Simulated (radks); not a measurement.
The nuclear charge of the iodine ion I2+ is varied continuously with 51 electrons held in [Kr] 4d10 5s2 5p3. Calculated with a radial shooting solver on a logarithmic mesh with Libxc functionals: scalar-relativistic Kohn-Sham, BLYP, spin-unpolarised, spherical densities, point nucleus. By the Hellmann-Feynman theorem dE/dZ = E(electron-nucleus)/Z, the electronic potential at the nucleus. The scalar-relativistic energy here is not variational (the density holds large components alone), so the two differ by a part that grows with Z.

Z,E (hartree),E(electron-nucleus)/Z (hartree),HOMO,e(HOMO) (eV),<r> HOMO (bohr)
52,-6794.78496,-315.764,5p,-13.544,2.490
52.2,-6858.33823,-317.440,5p,-15.561,2.426
52.4,-6922.23002,-319.116,5p,-17.652,2.367
52.6,-6986.46050,-320.794,5p,-19.815,2.312
52.8,-7051.02984,-322.472,5p,-22.046,2.261
53,-7115.93824,-324.150,5p,-24.345,2.213
53.2,-7181.18591,-325.830,5p,-26.710,2.169
53.4,-7246.77308,-327.511,5p,-29.140,2.127
53.6,-7312.70001,-329.192,5p,-31.633,2.087
53.8,-7378.96693,-330.875,5p,-34.188,2.049
54,-7445.57413,-332.559,5p,-36.804,2.014

The central difference of E at Z = 53 is -325.390 hartree, to compare with the third column; the second derivative is -8.48 hartree.
